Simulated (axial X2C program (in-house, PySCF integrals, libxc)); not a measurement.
## Spin–orbit effects down a group: molecules with K (ions), HF

All values come from calculations with an axial X2C code built on PySCF integrals, spin-free (one-electron X2C) or two-component (2c: spin–orbit coupling with atomic mean-field Coulomb and Gaunt terms, which also bring small scalar terms), in Dyall basis sets with cores contracted in-house; open shells are unrestricted.

Basis sets: H dyall-v3z, K dyall-cv3z, Li dyall-cv3z, Na dyall-cv3z.

| molecule | spin-free state | Re (Å) | ωe (cm⁻¹) | De (eV) | 2c state | Re 2c (Å) | ωe 2c (cm⁻¹) | De 2c (eV) |
| --- | --- | --- | --- | --- | --- | --- | --- | --- |
| KH⁺ | M_S = 1/2, Λ = 0 | 3.225 | 179.9 | 0.03 | Ω = 1/2 | 3.225 | 179.8 | 0.03 |
| LiK⁺ | M_S = 1/2, Λ = 0 | 4.010 | 142.9 | 0.50 | Ω = 1/2 | 4.010 | 142.9 | 0.50 |
| NaK⁺ | M_S = 1/2, Λ = 0 | 4.263 | 85.3 | 0.51 | Ω = 1/2 | 4.263 | 85.3 | 0.51 |

Q: Work out the shifts from the spin-free to the two-component result.

A: 

```csv
molecule,2c state,ΔRe (Å),Δωe (cm⁻¹),ΔDe (eV)
KH⁺,Ω = 1/2,0.000,-0.1,0.00
LiK⁺,Ω = 1/2,0.000,0.0,0.00
NaK⁺,Ω = 1/2,0.000,0.0,0.00
```

Shifts of one unit in the last digit are rounding.

Fragments in 2c: K+ + H, K+ + Li, K+ + Na. Each entry is the lowest single determinant of a limited PBE0 search at one distance. De goes to single-determinant-based atoms at the same level (for ions the charge split of lowest energy) and is withheld (n/a) where an atom does not fit its ground term or J level. Main or longest-lived isotopes.
